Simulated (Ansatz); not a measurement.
Ideal-gas functions of C₂H₄Ge, SMILES `[CH]1=[CH][GeH2]1` at 400 K and 1 bar, from an Ansatz frequency run at PBE0-D4/def2-TZVP.

Molar mass 100.66 g/mol, point group C2v (symmetry number 2), electronic degeneracy 1, moments of inertia 18.118, 73.327, 84.71 u Å². Harmonic wavenumbers (cm⁻¹, unscaled): 475, 556, 563, 638, 640, 654, 861, 936, 948, 1089, 1583, 2174, 2176, 3186, 3215.

Use S(trans) = R[1.5 ln M + 2.5 ln T − 1.1517]; rotational temperatures θ = 24.2544 K / I; S(rot) = R[ln(√π/σ · √(T³/θAθBθC)) + 1.5]; for each mode x = 1.438777 ν̃/T, S = R[x/(eˣ − 1) − ln(1 − e⁻ˣ)] and H = RT x/(eˣ − 1); 1 cm⁻¹ = 0.0119627 kJ/mol; R = 8.31446 J/(mol·K).

Q: By hand: the entropy, in J/(mol·K).

A: Translation 172.5. Rotation: θ = 1.3387, 0.3308, 0.2863 K, giving 94.8. Vibration, mode by mode: 4.80, 3.81, 3.74, 3.02, 3.00, 2.89, 1.60, 1.29, 1.25, 0.83, 0.19, 0.03, 0.03, 0.00, 0.00, in all 26.5. Electronic 0.0. Sum 293.8 J/(mol·K).

Q: By hand: H − E and G − E in kJ/mol, counted from the electronic energy.

A: Zero-point energy ½ × 19694 × 0.0119627 = 117.8; thermal vibration 7.5; translation, rotation and pV give 4 RT = 13.3. H − E = 138.6 kJ/mol, and G − E = 138.6 − 400 × 293.8/1000 = 21.1 kJ/mol.

Vibration gives 9 % of the entropy.
